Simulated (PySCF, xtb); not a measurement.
Zn(Cl)(OH) (ClHOZn), SMILES [OH][Zn][Cl]. Other conformers were not sampled.

Harmonic wavenumbers (cm⁻¹) from GFN2-xTB run with xtb at its own minimum, in rising order: 90, 307, 309, 476, 683, 3684.

Problem. What does B3LYP-D3(BJ)/def2-TZVP (PySCF) give at its own minimum? (An estimate is asked for; the answer gives what the named calculation found.)

Solution. 133, 140, 402, 686, 783, 3841. Paired by order, the mean absolute difference is 128 cm⁻¹ and the zero-point energies are 7.9 and 8.6 kcal/mol.
